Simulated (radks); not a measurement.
Results of a calculation; reference values are marked as such.
Ce XXXIV, configuration [Ar] 3d7. Code: a radial shooting solver on a logarithmic mesh with Libxc functionals. Model: Dirac Kohn-Sham, LDA (Slater exchange, Perdew-Wang correlation), spin-unpolarised, spherical densities, finite nucleus; open shells are shared between the two j in proportion to 2j + 1; Fermi nuclear charge, rms radius 4.8771 fm. Some entries of the table are withheld. Estimate them.

| orbital | occ. | eigenvalue (hartree) | r(max) (bohr) | <r^2> (bohr^2) |
|---|---|---|---|---|
| 1s1/2 | 2 | -1529.666 | 0.01575 | 0.0008219 |
| 2s1/2 | 2 | -287.7396 | (1) | (2) |
| 2p1/2 | 2 | -275.0262 | 0.06784 | (3) |
| 2p3/2 | 4 | -258.5000 | 0.07307 | (4) |
| 3s1/2 | 2 | -96.89981 | 0.2493 | 0.08205 |
| 3p1/2 | 2 | (5) | (6) | 0.07614 |
| 3p3/2 | 4 | (7) | (8) | 0.08237 |
| 3d3/2 | 2.8 | -79.41527 | (9) | 0.06463 |
| 3d5/2 | 4.2 | -78.60990 | (10) | 0.06631 |

Answer. 
(1) 2s1/2 r(max) (bohr): 0.08913
(2) 2s1/2 <r^2> (bohr^2): 0.01291
(3) 2p1/2 <r^2> (bohr^2): 0.009446
(4) 2p3/2 <r^2> (bohr^2): 0.01068
(5) 3p1/2 eigenvalue (hartree): -91.69565
(6) 3p1/2 r(max) (bohr): 0.2352
(7) 3p3/2 eigenvalue (hartree): -88.11264
(8) 3p3/2 r(max) (bohr): 0.2458
(9) 3d3/2 r(max) (bohr): 0.1945
(10) 3d5/2 r(max) (bohr): 0.1975
